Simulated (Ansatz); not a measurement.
Relaxation of the cluster Sr5Te5⁺ with UKS r2SCAN-D4/def2-SVP.

```sh
$ ansatz run in.yaml --threads 4 --pin off --events-out ev --progress --plain --max-ram 6963MiB
```

```yaml
crystal:
  periodic: [false, false, false]
  atoms:
    - {symbol: Sr, position_ang: [1.511600, -0.993100, 2.772700]}
    - {symbol: Sr, position_ang: [1.384700, -5.216000, -1.162100]}
    - {symbol: Sr, position_ang: [2.358900, -5.609500, 3.279000]}
    - {symbol: Sr, position_ang: [4.482000, 0.626000, -0.360600]}
    - {symbol: Sr, position_ang: [-2.618800, -2.202500, 0.467300]}
    - {symbol: Te, position_ang: [3.068400, -2.345400, 0.153800]}
    - {symbol: Te, position_ang: [0.000000, 0.000000, 0.000000]}
    - {symbol: Te, position_ang: [-1.596300, -0.070900, 2.897100]}
    - {symbol: Te, position_ang: [-0.241700, -3.068900, 5.115300]}
    - {symbol: Te, position_ang: [-0.015100, -3.838100, 1.579600]}
basis:
  gaussian: {orbitals: def2-SVP}
total_charge: 1
magnetization: {spin_polarized: true, initial_magnetization: 1}
hamiltonian: {xc: r2scan, dispersion: d4}
scf: {lower_state_search: "off"}
output: {orbitals: {seedname: orbitals}}
relax: {f_tol: 0.03, max_steps: 70}
```

Run time 12 min (4 threads of Intel Xeon Platinum 8488C on a shared host), peak host memory 0.86 GiB.

Positions (Å) and forces (eV/Å) at steps 1, 2, 3, 4, 5, 6, 7, 8, 9, 10, 11, 12, 13, 14, 15, 16, 17, 18, 19, 20, 21, 22, 23, 24, 25, 26, 27, 28 of 35:

```xyz
10
step=1 energy=-40664.9106 eV
Sr    1.512   -0.993    2.773   -0.981   -0.559   -0.244
Sr    1.385   -5.216   -1.162    0.276    0.997    1.085
Sr    2.359   -5.609    3.279   -1.173    1.141   -0.360
Sr    4.482    0.626   -0.361   -0.469   -0.659    0.031
Sr   -2.619   -2.203    0.467    1.436    0.801    0.947
Te    3.068   -2.345    0.154    0.870    0.001   -0.228
Te    0.000    0.000    0.000   -0.911   -0.085    0.987
Te   -1.596   -0.071    2.897    0.180   -0.127   -1.426
Te   -0.242   -3.069    5.115    1.086   -0.323   -0.594
Te   -0.015   -3.838    1.580   -0.313   -1.185   -0.197
10
step=2 energy=-40666.5422 eV
Sr    1.400   -1.092    2.709   -0.413   -0.595   -0.047
Sr    1.452   -5.119   -1.044    0.355    0.859    0.839
Sr    2.259   -5.502    3.228   -0.992    1.002   -0.175
Sr    4.434    0.576   -0.370   -0.338   -0.534    0.030
Sr   -2.475   -2.128    0.576    0.643    0.365    0.390
Te    3.164   -2.372    0.167    0.578   -0.144   -0.100
Te   -0.080    0.023    0.082   -0.805    0.169    0.691
Te   -1.594   -0.051    2.780    0.085    0.345   -1.004
Te   -0.123   -3.100    5.057    1.079   -0.452   -0.542
Te   -0.104   -3.954    1.558   -0.192   -1.015   -0.082
10
step=3 energy=-40667.7243 eV
Sr    1.354   -1.194    2.687   -0.244   -0.415   -0.071
Sr    1.526   -5.000   -0.932    0.402    0.622    0.328
Sr    2.145   -5.374    3.208   -0.666    0.752    0.173
Sr    4.389    0.505   -0.369   -0.214   -0.328    0.014
Sr   -2.410   -2.094    0.617    0.072   -0.124    0.039
Te    3.245   -2.411    0.180    0.350   -0.239    0.094
Te   -0.201    0.072    0.176   -0.094    0.361   -0.249
Te   -1.588    0.032    2.644   -0.200    0.544    0.129
Te    0.046   -3.172    4.989    1.012   -0.501   -0.419
Te   -0.173   -4.083    1.542   -0.418   -0.673   -0.036
10
step=4 energy=-40668.4260 eV
Sr    1.303   -1.265    2.655   -0.315   -0.209   -0.081
Sr    1.597   -4.898   -0.884    0.184    0.524    0.022
Sr    2.058   -5.269    3.233   -0.395    0.554    0.456
Sr    4.353    0.449   -0.365   -0.163   -0.149   -0.013
Sr   -2.397   -2.098    0.629    0.066    0.039    0.081
Te    3.313   -2.455    0.214    0.266   -0.312    0.218
Te   -0.243    0.137    0.156   -0.028    0.217   -0.216
Te   -1.613    0.131    2.629   -0.097    0.266    0.034
Te    0.217   -3.253    4.943    0.893   -0.363   -0.110
Te   -0.256   -4.197    1.530   -0.410   -0.567   -0.392
10
step=5 energy=-40669.0001 eV
Sr    1.235   -1.317    2.632   -0.270   -0.226    0.006
Sr    1.630   -4.781   -0.906   -0.148    0.477    0.077
Sr    1.982   -5.163    3.324    0.117   -0.023    0.206
Sr    4.311    0.403   -0.360   -0.159   -0.065   -0.030
Sr   -2.380   -2.085    0.642    0.044   -0.076    0.063
Te    3.371   -2.512    0.267    0.285   -0.267    0.232
Te   -0.261    0.180    0.126    0.008    0.168   -0.170
Te   -1.624    0.189    2.611   -0.037    0.211   -0.003
Te    0.401   -3.318    4.936    0.437    0.267    0.557
Te   -0.331   -4.315    1.470   -0.278   -0.466   -0.937
10
step=6 energy=-40669.4088 eV
Sr    1.168   -1.381    2.631   -0.141    0.030   -0.129
Sr    1.560   -4.595   -0.930   -0.051    0.292   -0.149
Sr    1.989   -5.124    3.298    0.309   -0.211    0.017
Sr    4.225    0.335   -0.302   -0.162    0.014   -0.047
Sr   -2.362   -2.111    0.627   -0.030    0.047    0.098
Te    3.446   -2.603    0.400    0.275   -0.247    0.322
Te   -0.265    0.192    0.074    0.081    0.048   -0.222
Te   -1.628    0.235    2.548   -0.082    0.116    0.007
Te    0.585   -3.262    4.987    0.191    0.232    0.720
Te   -0.383   -4.405    1.409   -0.390   -0.322   -0.617
10
step=7 energy=-40669.7672 eV
Sr    1.108   -1.415    2.617   -0.093   -0.058    0.029
Sr    1.542   -4.459   -0.979    0.016    0.351   -0.066
Sr    2.016   -5.123    3.265   -0.018    0.160    0.126
Sr    4.142    0.289   -0.281   -0.207   -0.043   -0.035
Sr   -2.381   -2.105    0.642   -0.031    0.060    0.077
Te    3.542   -2.686    0.541    0.082   -0.265    0.285
Te   -0.259    0.200    0.006    0.000   -0.056    0.014
Te   -1.646    0.291    2.509    0.061    0.061   -0.211
Te    0.728   -3.213    5.108    0.339   -0.014    0.124
Te   -0.459   -4.496    1.314   -0.149   -0.195   -0.343
10
step=8 energy=-40670.0600 eV
Sr    1.075   -1.450    2.651   -0.061   -0.025    0.041
Sr    1.541   -4.276   -1.041   -0.006    0.348    0.042
Sr    2.003   -5.063    3.262    0.094   -0.152   -0.201
Sr    4.002    0.216   -0.273   -0.287   -0.150   -0.004
Sr   -2.412   -2.096    0.653   -0.005   -0.081    0.035
Te    3.608   -2.786    0.695   -0.011   -0.119    0.252
Te   -0.236    0.161   -0.033    0.190   -0.087   -0.142
Te   -1.630    0.334    2.435    0.006    0.086   -0.016
Te    0.897   -3.192    5.197    0.123    0.206    0.169
Te   -0.515   -4.568    1.196   -0.041   -0.027   -0.175
10
step=9 energy=-40670.3189 eV
Sr    1.053   -1.465    2.677   -0.018   -0.071    0.127
Sr    1.506   -4.087   -1.053    0.078    0.450    0.079
Sr    2.033   -5.079    3.194   -0.066    0.161    0.096
Sr    3.820    0.145   -0.254   -0.417   -0.306   -0.011
Sr   -2.416   -2.104    0.651   -0.015   -0.079    0.025
Te    3.643   -2.862    0.863   -0.076    0.002    0.091
Te   -0.170    0.105   -0.089    0.372   -0.120   -0.209
Te   -1.602    0.368    2.363   -0.039    0.086    0.011
Te    1.007   -3.152    5.236    0.211   -0.117   -0.114
Te   -0.540   -4.588    1.154   -0.029   -0.005   -0.096
10
step=10 energy=-40670.6042 eV
Sr    1.040   -1.479    2.730   -0.093   -0.025    0.078
Sr    1.497   -3.889   -1.069   -0.028    0.487    0.112
Sr    2.027   -5.053    3.200   -0.011   -0.124   -0.121
Sr    3.670    0.068   -0.291   -0.586   -0.467    0.000
Sr   -2.417   -2.110    0.655    0.018   -0.050    0.029
Te    3.649   -2.905    0.967    0.027    0.248    0.041
Te   -0.082    0.033   -0.141    0.581   -0.178   -0.188
Te   -1.584    0.389    2.325   -0.028    0.046   -0.026
Te    1.082   -3.170    5.263    0.085    0.032    0.118
Te   -0.551   -4.600    1.104    0.035    0.031   -0.043
10
step=11 energy=-40670.9194 eV
Sr    1.018   -1.495    2.773   -0.119    0.016    0.072
Sr    1.477   -3.694   -1.059   -0.115    0.468    0.147
Sr    2.029   -5.058    3.182   -0.060   -0.141   -0.071
Sr    3.545   -0.015   -0.342   -0.642   -0.485    0.098
Sr   -2.413   -2.117    0.658    0.002    0.004    0.039
Te    3.663   -2.917    1.057    0.055    0.394   -0.095
Te    0.005   -0.042   -0.187    0.776   -0.286   -0.314
Te   -1.570    0.403    2.286   -0.068    0.030    0.034
Te    1.131   -3.184    5.293    0.086   -0.034    0.106
Te   -0.552   -4.600    1.079    0.085    0.034   -0.016
10
step=12 energy=-40671.2304 eV
Sr    0.994   -1.506    2.816   -0.116    0.052    0.070
Sr    1.442   -3.502   -1.037   -0.239    0.285    0.215
Sr    2.027   -5.064    3.168   -0.077   -0.179   -0.063
Sr    3.442   -0.087   -0.377   -0.466   -0.313    0.224
Sr   -2.412   -2.119    0.662   -0.028    0.035    0.044
Te    3.674   -2.908    1.121    0.031    0.455   -0.233
Te    0.101   -0.142   -0.248    0.786   -0.352   -0.432
Te   -1.559    0.413    2.253   -0.091    0.019    0.082
Te    1.176   -3.207    5.320    0.078   -0.054    0.104
Te   -0.551   -4.596    1.065    0.121    0.053   -0.009
10
step=13 energy=-40671.5129 eV
Sr    0.967   -1.505    2.848   -0.090    0.039    0.085
Sr    1.377   -3.405   -0.997   -0.159    0.112    0.070
Sr    2.014   -5.088    3.148   -0.045   -0.071   -0.017
Sr    3.356   -0.117   -0.339    0.004    0.079    0.147
Sr   -2.410   -2.107    0.668   -0.015    0.089    0.012
Te    3.676   -2.842    1.109    0.022    0.148   -0.080
Te    0.237   -0.251   -0.338    0.339   -0.355   -0.505
Te   -1.554    0.417    2.230   -0.164    0.053    0.197
Te    1.214   -3.233    5.342    0.102   -0.097    0.000
Te   -0.544   -4.588    1.072    0.006    0.002    0.090
10
step=14 energy=-40671.6508 eV
Sr    0.935   -1.497    2.871   -0.091    0.027   -0.016
Sr    1.341   -3.361   -0.977   -0.022   -0.195   -0.010
Sr    2.006   -5.105    3.135    0.008   -0.100   -0.142
Sr    3.355   -0.094   -0.300    0.194    0.156    0.106
Sr   -2.412   -2.076    0.672    0.031    0.066   -0.037
Te    3.677   -2.808    1.104    0.005    0.037    0.026
Te    0.319   -0.361   -0.473   -0.074   -0.065   -0.308
Te   -1.592    0.427    2.268   -0.091    0.026    0.170
Te    1.258   -3.264    5.342    0.072    0.000    0.105
Te   -0.554   -4.581    1.100   -0.032    0.050    0.107
10
step=15 energy=-40671.7751 eV
Sr    0.822   -1.540    2.861    0.014    0.023   -0.131
Sr    1.380   -3.412   -0.964   -0.044   -0.185   -0.004
Sr    2.006   -5.123    3.107    0.031   -0.074   -0.177
Sr    3.365   -0.085   -0.263    0.111    0.153    0.068
Sr   -2.410   -1.970    0.602    0.069    0.071   -0.124
Te    3.688   -2.793    1.140   -0.058   -0.037    0.064
Te    0.359   -0.425   -0.658   -0.086   -0.031   -0.118
Te   -1.676    0.394    2.414   -0.112    0.045    0.118
Te    1.381   -3.261    5.348    0.060    0.000    0.187
Te   -0.581   -4.502    1.156    0.015    0.034    0.116
10
step=16 energy=-40671.8722 eV
Sr    0.761   -1.568    2.822   -0.057   -0.016    0.081
Sr    1.358   -3.487   -0.944    0.018   -0.070    0.003
Sr    2.032   -5.138    3.057    0.010    0.044    0.034
Sr    3.370   -0.047   -0.195   -0.012   -0.020    0.005
Sr   -2.361   -1.858    0.450    0.082    0.197    0.103
Te    3.655   -2.801    1.166   -0.027    0.016    0.006
Te    0.402   -0.471   -0.819    0.026   -0.047   -0.052
Te   -1.784    0.351    2.553   -0.074   -0.161   -0.040
Te    1.510   -3.268    5.380    0.044    0.009   -0.090
Te   -0.609   -4.431    1.271   -0.010    0.047   -0.049
10
step=17 energy=-40671.9003 eV
Sr    0.695   -1.573    2.839   -0.041   -0.027    0.118
Sr    1.362   -3.554   -0.942    0.039   -0.112    0.043
Sr    2.040   -5.146    3.024   -0.021    0.075    0.028
Sr    3.363   -0.035   -0.135   -0.030   -0.017   -0.078
Sr   -2.326   -1.718    0.370    0.075    0.073    0.098
Te    3.625   -2.788    1.190    0.016   -0.065    0.056
Te    0.470   -0.569   -0.979   -0.052    0.169   -0.027
Te   -1.899    0.288    2.668    0.015   -0.123   -0.053
Te    1.637   -3.273    5.382    0.005    0.041   -0.076
Te   -0.633   -4.349    1.326   -0.008   -0.015   -0.109
10
step=18 energy=-40671.7163 eV rejected
Sr    0.677   -1.608    2.824   -0.040    0.133    0.189
Sr    1.435   -3.716   -0.968   -0.345    0.582    0.259
Sr    2.066   -5.122    3.011   -0.177    0.061    0.305
Sr    3.314   -0.099   -0.156    0.094    0.052   -0.024
Sr   -2.266   -1.607    0.248   -0.336   -0.235    0.171
Te    3.579   -2.837    1.240    0.172    0.040   -0.223
Te    0.390   -0.432   -0.863    0.587   -0.328   -0.278
Te   -1.945    0.169    2.693   -0.063    0.097    0.101
Te    1.724   -3.207    5.392    0.016   -0.107   -0.229
Te   -0.639   -4.260    1.322    0.091   -0.295   -0.269
10
step=19 energy=-40671.9179 eV
Sr    0.660   -1.604    2.914    0.060    0.025   -0.013
Sr    1.378   -3.537   -0.932    0.018   -0.047    0.001
Sr    2.004   -5.138    3.046    0.012   -0.011   -0.057
Sr    3.354   -0.061   -0.194   -0.024   -0.010    0.010
Sr   -2.286   -1.681    0.361    0.005   -0.036   -0.069
Te    3.620   -2.783    1.234   -0.060    0.001   -0.003
Te    0.459   -0.527   -1.067    0.015    0.007    0.008
Te   -1.904    0.235    2.697   -0.034    0.048    0.063
Te    1.692   -3.260    5.405   -0.004    0.002    0.047
Te   -0.644   -4.363    1.279    0.011    0.021    0.012
10
step=20 energy=-40671.9226 eV
Sr    0.694   -1.585    2.984   -0.015   -0.036   -0.025
Sr    1.378   -3.561   -0.928   -0.034   -0.001    0.006
Sr    2.026   -5.139    3.019   -0.047    0.026    0.036
Sr    3.312   -0.047   -0.219   -0.022   -0.006    0.003
Sr   -2.240   -1.655    0.329   -0.016   -0.014    0.024
Te    3.581   -2.748    1.255    0.029    0.033   -0.016
Te    0.453   -0.552   -1.163    0.053   -0.004   -0.043
Te   -1.886    0.222    2.718   -0.024    0.049    0.020
Te    1.659   -3.323    5.439    0.022   -0.044    0.014
Te   -0.643   -4.331    1.309    0.055   -0.002   -0.020
10
step=21 energy=-40671.9295 eV
Sr    0.680   -1.597    3.051   -0.006   -0.054    0.022
Sr    1.385   -3.564   -0.941   -0.030   -0.019    0.017
Sr    2.027   -5.142    3.021   -0.041    0.030    0.049
Sr    3.271   -0.044   -0.236   -0.055    0.003    0.006
Sr   -2.192   -1.612    0.310   -0.005    0.031    0.081
Te    3.549   -2.726    1.280    0.040    0.073   -0.032
Te    0.455   -0.576   -1.311    0.069   -0.011   -0.027
Te   -1.890    0.222    2.766    0.012   -0.011   -0.070
Te    1.672   -3.368    5.488    0.008   -0.048   -0.031
Te   -0.625   -4.310    1.314    0.008    0.006   -0.015
10
step=22 energy=-40671.9505 eV
Sr    0.675   -1.620    3.167   -0.021   -0.045    0.011
Sr    1.391   -3.593   -0.932   -0.005    0.077   -0.028
Sr    2.029   -5.141    3.002   -0.021    0.025    0.077
Sr    3.193    0.002   -0.256   -0.148   -0.036   -0.001
Sr   -2.128   -1.568    0.298    0.025    0.078    0.069
Te    3.510   -2.659    1.310    0.021    0.067   -0.014
Te    0.457   -0.630   -1.503    0.080   -0.064    0.011
Te   -1.840    0.251    2.782    0.056   -0.032   -0.118
Te    1.671   -3.465    5.549    0.012   -0.076   -0.041
Te   -0.625   -4.295    1.325    0.000    0.005    0.034
10
step=23 energy=-40671.9874 eV
Sr    0.684   -1.640    3.280   -0.072   -0.035   -0.014
Sr    1.403   -3.594   -0.924   -0.019    0.071   -0.054
Sr    2.040   -5.151    2.987   -0.030    0.033    0.076
Sr    3.073    0.034   -0.253   -0.204   -0.001   -0.016
Sr   -2.069   -1.530    0.279    0.056    0.102    0.067
Te    3.476   -2.603    1.351    0.005    0.075   -0.013
Te    0.439   -0.685   -1.691    0.112   -0.100    0.077
Te   -1.761    0.292    2.766    0.115   -0.040   -0.146
Te    1.664   -3.569    5.604    0.023   -0.099   -0.031
Te   -0.616   -4.273    1.342    0.012   -0.006    0.055
10
step=24 energy=-40672.0474 eV
Sr    0.684   -1.668    3.409   -0.131    0.020   -0.091
Sr    1.412   -3.620   -0.930   -0.015    0.156   -0.067
Sr    2.056   -5.158    2.971   -0.035    0.059    0.061
Sr    2.923    0.095   -0.235   -0.311   -0.030   -0.014
Sr   -1.992   -1.493    0.261    0.071    0.128    0.050
Te    3.413   -2.531    1.384    0.024    0.050    0.006
Te    0.428   -0.756   -1.869    0.143   -0.146    0.163
Te   -1.642    0.358    2.727    0.206   -0.068   -0.174
Te    1.655   -3.688    5.666    0.039   -0.129   -0.020
Te   -0.604   -4.257    1.358    0.009   -0.040    0.087
10
step=25 energy=-40672.1521 eV
Sr    0.680   -1.690    3.446   -0.179    0.071   -0.103
Sr    1.427   -3.615   -0.914   -0.007    0.083   -0.092
Sr    2.070   -5.167    2.951   -0.031    0.047   -0.019
Sr    2.747    0.128   -0.158   -0.345    0.082    0.020
Sr   -1.945   -1.477    0.258    0.019    0.145    0.019
Te    3.400   -2.496    1.416   -0.004   -0.012    0.044
Te    0.408   -0.820   -1.954    0.116   -0.135    0.153
Te   -1.502    0.440    2.649    0.341   -0.115   -0.200
Te    1.653   -3.758    5.678    0.042   -0.119    0.067
Te   -0.604   -4.263    1.371    0.047   -0.048    0.111
10
step=26 energy=-40672.3810 eV
Sr    0.668   -1.719    3.485   -0.162    0.035   -0.052
Sr    1.438   -3.630   -0.919    0.041    0.132   -0.072
Sr    2.075   -5.168    2.940    0.028    0.075   -0.062
Sr    2.584    0.178   -0.072   -0.432    0.077    0.146
Sr   -1.928   -1.465    0.242    0.108    0.114   -0.089
Te    3.371   -2.467    1.431   -0.012   -0.081    0.034
Te    0.401   -0.870   -1.993    0.022   -0.151    0.074
Te   -1.343    0.497    2.552    0.406   -0.063   -0.194
Te    1.668   -3.812    5.700    0.033   -0.091    0.045
Te   -0.600   -4.263    1.377   -0.032   -0.046    0.171
10
step=27 energy=-40672.5824 eV
Sr    0.657   -1.742    3.508   -0.143    0.050   -0.066
Sr    1.439   -3.626   -0.911    0.050    0.084   -0.072
Sr    2.087   -5.164    2.923    0.030    0.049   -0.111
Sr    2.416    0.202    0.024   -0.524    0.160    0.219
Sr   -1.890   -1.451    0.213    0.048    0.082   -0.084
Te    3.358   -2.455    1.445   -0.026   -0.120    0.081
Te    0.397   -0.906   -2.042    0.004   -0.152    0.050
Te   -1.202    0.536    2.469    0.528   -0.038   -0.249
Te    1.684   -3.850    5.712    0.031   -0.083    0.096
Te   -0.611   -4.265    1.401    0.002   -0.031    0.136
10
step=28 energy=-40672.8358 eV
Sr    0.648   -1.760    3.526   -0.116    0.029   -0.078
Sr    1.447   -3.628   -0.910    0.056    0.080   -0.063
Sr    2.095   -5.161    2.908    0.036    0.041   -0.143
Sr    2.249    0.227    0.122   -0.611    0.218    0.283
Sr   -1.873   -1.442    0.191    0.027    0.046   -0.089
Te    3.340   -2.444    1.459   -0.024   -0.150    0.123
Te    0.392   -0.940   -2.072   -0.026   -0.149    0.033
Te   -1.049    0.571    2.380    0.622    0.002   -0.320
Te    1.697   -3.880    5.725    0.032   -0.085    0.130
Te   -0.613   -4.262    1.413    0.003   -0.033    0.125
```

In the def2 sets Sr, Te take a core potential; there is no spin–orbit coupling. The relaxation made no stability test and no search for a lower SCF solution. The structure comes from a short search, and lower isomers may exist.
